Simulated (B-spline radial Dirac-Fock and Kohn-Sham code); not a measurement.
**Satellites and hypersatellites of the K lines of Ce⁺**

System: Ce⁺, configuration 1s2 2s2 2p6 3s2 3p6 3d10 4s2 4p6 4d10 4f1 5s2 5p6 5d2, inside a Watson sphere of charge -1 and radius 2.4 Å (a model of the Madelung potential; inside it an electron's potential energy is raised by 6.0 eV).

Level of theory: Dirac-Fock energy differences between relaxed states, corrected for Breit and QED terms; a B-spline atomic structure program. Each two-hole energy is an average over J within one jj subconfiguration, not an observable level; in light atoms, where LS coupling holds, the j-resolved values are not observed lines, and for a K spectator the Kα1 hypersatellite is nearly forbidden. The model has no electron correlation.

Lines without a spectator: Kα2 (K-L2) 34276.0 eV, Kα1 (K-L3) 34717.1 eV, Kβ3 (K-M2) 39164.8 eV, Kβ1 (K-M3) 39253.2 eV. Shifts in eV with one spectator hole (a dash: not computed, or left out as unreliable):

```
spectator hole    Kα2     Kα1     Kβ3     Kβ1
    L2 (2p1/2)  +80.6  +103.7       –  +212.8
    L3 (2p3/2)  +73.0   +75.1  +179.7       –
    M2 (3p1/2)      –  +13.43  +29.02   +34.9
    M3 (3p3/2)  +8.96       –  +28.07  +27.72
    M4 (3d3/2)  +2.12   -1.03       –       –
    M5 (3d5/2)  -1.83   +0.72       –       –
```

Q: Where does the K-L3 hypersatellite lie, emitted when both K electrons are missing?

A: +727.5 eV from the normal line, at 35444.6 eV. Removing both K electrons costs 81875.0 eV, which is 977.7 eV more than twice the K binding energy.

With n spectator holes in 2p, averaged over the 2p shell (energies in eV):

| n | KαLⁿ | step | hypersatellite KαʰLⁿ |
| --- | --- | --- | --- |
| 0 | 34570.0 | – | 35287.3 |
| 1 | 34652.6 | +82.6 | 35371.4 |
| 2 | 34736.5 | +83.9 | 35457.0 |
| 3 | 34821.8 | +85.3 | 35543.9 |
| 4 | 34908.4 | +86.7 | 35632.2 |
| 5 | 34996.5 | +88.0 | 35721.8 |
